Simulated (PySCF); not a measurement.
**SiCl₄, singlet: structure and spectrum**

These are results of B3LYP in PySCF with Si def2-TZVP, Cl def2-TZVP; no relativity; density-fitted integrals, not measurements.

The structure is a minimum.

```json
{
  "Point group": "Td",
  "Bond lengths": "Si–Cl 2.036 Å (×4)",
  "Bond angles": "Cl–Si–Cl 109.5° (×6)",
  "Enthalpy at 298.15 K above 0 K": "19.60 kJ/mol",
  "Entropy at 298.15 K and 1 bar": "332.3 J/(mol K)",
  "Rotational constants": "0.04363, 0.04363, 0.04363 cm⁻¹",
  "Highest occupied level": "-9.25 eV",
  "Rotational symmetry number": "12",
  "Principal quadrupole moments (Buckingham, traceless) about the centre of mass": "0.00, 0.00, 0.00 D Å",
  "Zero-point energy": "18.9 kJ/mol",
  "Principal polarisabilities": "68.0, 68.0, 68.0 bohr³",
  "Dipole moment": "0.00 D",
  "Heat capacity Cp at 298.15 K": "91.0 J/(mol K)",
  "Atomisation energy without zero-point energy": "1526 kJ/mol",
  "Lowest empty level": "-1.04 eV"
}
```

Harmonic modes (masses in u: Si 27.977, Cl 34.969):
```
symmetry  ω (cm⁻¹)  IR (km/mol, summed over degenerate members)
       e       144                                          0.0
      t2       217                                         16.3
      a1       409                                          0.0
      t2       603                                          540
```

In Td the vibrations span e + 2t2 + a1. The a1, e modes carry no infrared intensity, as symmetry demands.

Charges (e):
```tsv
atom	Mulliken	Löwdin	polar tensor	Mayer order to Si1
Si1	0.69	-1.12	2.02	–
Cl2,3,4,5	-0.17	0.28	-0.50	1.22
```

Mulliken populations on Si1: s 4.96, p 7.55, d 0.69, f 0.11.

Outer orbital energies (eV). occupied: -10.32, -10.32, -10.04, -10.04, -10.04, -9.25, -9.25, -9.25; empty: -1.04, 0.37, 0.37, 0.37.

Counting electrons, silicon keeps none of its valence electrons outside its bonds, so the VSEPR class is AX4 and the expected shape is tetrahedral (Td), as computed.

The final relaxation and frequency run took 40 s on 4 threads of a shared Arm Neoverse V2 host, with 185 basis functions and 7 gradients; the process peaked at 2.1 GiB.
